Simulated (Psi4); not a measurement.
Intermolecular potential of H3N ··· HF (SMILES N and F). Monomers: optimised at B3LYP-D3(BJ) (def2-TZVP), held rigid. Orientation: lowest of the rigid-body minima from ten starts at GFN2-xTB. Only R, the distance of the centres of mass, is varied, so the lowest point isn't the relaxed dimer.

Computed with: PBE/def2-TZVP, counterpoise-corrected (Psi4); PBE-D3(BJ)/def2-TZVP, counterpoise-corrected (Psi4); CCSD(T)/aug-cc-pVDZ = DF-CCSD(T)/aug-cc-pVDZ, frozen core, counterpoise-corrected run with Psi4 1.11.

Interaction energies in kcal/mol; the last columns give the difference from CCSD(T):

| R / Å | PBE/def2-TZVP | PBE-D3(BJ)/def2-TZVP | CCSD(T)/aug-cc-pVDZ | PBE/def2-TZVP − CCSD(T)/aug-cc-pVDZ | PBE-D3(BJ)/def2-TZVP − CCSD(T)/aug-cc-pVDZ |
|---|---|---|---|---|---|
| 2.39 | -8.57 | -9.09 | -5.67 | -2.90 | -3.42 |
| 2.57 | -12.33 | -12.83 | -10.06 | -2.27 | -2.76 |
| 2.79 | -12.65 | -13.10 | -10.91 | -1.75 | -2.20 |
| 2.98 | -11.50 | -11.90 | -10.02 | -1.47 | -1.88 |
| 3.25 | -9.31 | -9.65 | -8.11 | -1.20 | -1.54 |
| 3.61 | -6.60 | -6.86 | -5.72 | -0.88 | -1.14 |
| 4.09 | -4.06 | -4.21 | -3.52 | -0.54 | -0.69 |
| 4.78 | -2.09 | -2.16 | -1.86 | -0.23 | -0.30 |
| 5.78 | -0.95 | -0.97 | -0.88 | -0.07 | -0.09 |
| 7.04 | -0.46 | -0.46 | -0.43 | -0.03 | -0.04 |

PBE/def2-TZVP is furthest from CCSD(T)/aug-cc-pVDZ at 2.39 (-2.90 kcal/mol, below); its mean absolute difference over the points is 1.13 kcal/mol.

PBE-D3(BJ)/def2-TZVP is furthest from CCSD(T)/aug-cc-pVDZ at 2.39 (-3.42 kcal/mol, below); its mean absolute difference over the points is 1.41 kcal/mol.
